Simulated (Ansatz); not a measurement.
Ansatz (a quantum-chemistry and plane-wave program) input (CAM-B3LYP/def2-TZVPD):

Ansatz 0.2 input:
```yaml
crystal:
  periodic: [false, false, false]
  atoms:
    - {symbol: C, position_ang: [2.66238299, -0.13886979, -0.76718783]}
    - {symbol: C, position_ang: [1.21319618, 0.17449840, -0.80184822]}
    - {symbol: C, position_ang: [0.46791695, -0.27951589, 0.48565997]}
    - {symbol: C, position_ang: [-0.99851463, 0.06191026, 0.47425850]}
    - {symbol: C, position_ang: [-1.50484313, 0.97520201, 1.29910243]}
    - {symbol: C, position_ang: [-1.85432949, -0.67560632, -0.51640076]}
    - {symbol: H, position_ang: [3.37803274, 0.57184219, -0.37698489]}
    - {symbol: H, position_ang: [3.01761325, -1.13622640, -0.99071617]}
    - {symbol: H, position_ang: [0.74638322, -0.31336378, -1.66230469]}
    - {symbol: H, position_ang: [1.05561110, 1.24997552, -0.91757774]}
    - {symbol: H, position_ang: [0.59382810, -1.36220915, 0.59057988]}
    - {symbol: H, position_ang: [0.94768242, 0.18365487, 1.34930175]}
    - {symbol: H, position_ang: [-2.55826557, 1.22730333, 1.29026623]}
    - {symbol: H, position_ang: [-0.88177105, 1.49910702, 2.01370529]}
    - {symbol: H, position_ang: [-2.90390804, -0.39919113, -0.42115180]}
    - {symbol: H, position_ang: [-1.76744962, -1.75690005, -0.37287954]}
    - {symbol: H, position_ang: [-1.54260971, -0.46970427, -1.54374299]}
basis:
  gaussian:
    orbitals: def2-TZVPD
hamiltonian:
  xc: {name: CAM-B3LYP}
magnetization: {spin_polarized: true, initial_magnetization: 1}
output: {forces: true}
```

End of the output:

```
integrals: 0.36 GiB planned
1605 factors; their error is unknown
integrals: 0.41 GiB planned
790 factors; integrals over basis functions are off by at most 4.5e-6 eV
0.48 GiB of the device are held for the grids
2.34 GiB of device memory are held for the factors and their scratch space
mean field: 2.91 GiB planned
mean field evaluation 1: about -6388.7118 eV, gradient 4.4e1 eV
mean field evaluation 2: about -6391.0033 eV, gradient 3.8e1 eV
mean field evaluation 4: about -6397.9752 eV, gradient 2.6e0 eV
mean field evaluation 8: about -6398.0040 eV, gradient 1.7e-1 eV
mean field evaluation 16: about -6397.9539 eV, gradient 9.2e-4 eV
mean field -6397.95386201 eV, -235.1204677399 hartree, gradient 3.4e-5 eV, S^2 0.754258; 0 other end points of the search recorded, 0 dependent functions left out
the calculation of the forces begins
reference -6397.95402910 eV, -235.1204738806 hartree; 24, 23 occupied and 297, 298 virtual orbitals, 1605 factors
Total energy: -6397.95402910 eV, -235.1204738806 hartree
Atom 0 at     2.662383    -0.138870    -0.767188 Å, force    -0.047454     0.000474     0.015827 eV/Å
Atom 1 at     1.213196     0.174498    -0.801848 Å, force    -0.079429    -0.049896     0.135508 eV/Å
Atom 2 at     0.467917    -0.279516     0.485660 Å, force     0.050988     0.055623    -0.146172 eV/Å
Atom 3 at    -0.998515     0.061910     0.474259 Å, force    -0.085546     0.161442     0.129143 eV/Å
Atom 4 at    -1.504843     0.975202     1.299102 Å, force     0.104832    -0.205686    -0.177118 eV/Å
Atom 5 at    -1.854329    -0.675606    -0.516401 Å, force     0.034730     0.013190     0.026071 eV/Å
Atom 6 at     3.378033     0.571842    -0.376985 Å, force    -0.011889    -0.006383    -0.010825 eV/Å
Atom 7 at     3.017613    -1.136226    -0.990716 Å, force    -0.007296     0.016740    -0.002857 eV/Å
Atom 8 at     0.746383    -0.313364    -1.662305 Å, force     0.030141     0.018225     0.023573 eV/Å
Atom 9 at     1.055611     1.249976    -0.917578 Å, force     0.018151    -0.032658    -0.002490 eV/Å
Atom 10 at     0.593828    -1.362209     0.590580 Å, force    -0.011491     0.031564     0.002914 eV/Å
Atom 11 at     0.947682     0.183655     1.349302 Å, force    -0.019850    -0.008430    -0.017043 eV/Å
Atom 12 at    -2.558266     1.227303     1.290266 Å, force     0.015599    -0.014422    -0.009904 eV/Å
Atom 13 at    -0.881771     1.499107     2.013705 Å, force    -0.000899    -0.016163    -0.014546 eV/Å
Atom 14 at    -2.903908    -0.399191    -0.421152 Å, force     0.030540    -0.005824     0.001421 eV/Å
Atom 15 at    -1.767450    -1.756900    -0.372880 Å, force    -0.006696     0.042539     0.003987 eV/Å
Atom 16 at    -1.542610    -0.469704    -1.543743 Å, force    -0.014431    -0.000335     0.042510 eV/Å
Dipole moment:    -0.019488    -0.068823    -0.045396 e Å
```

It need not be the lowest isomer of its formula.
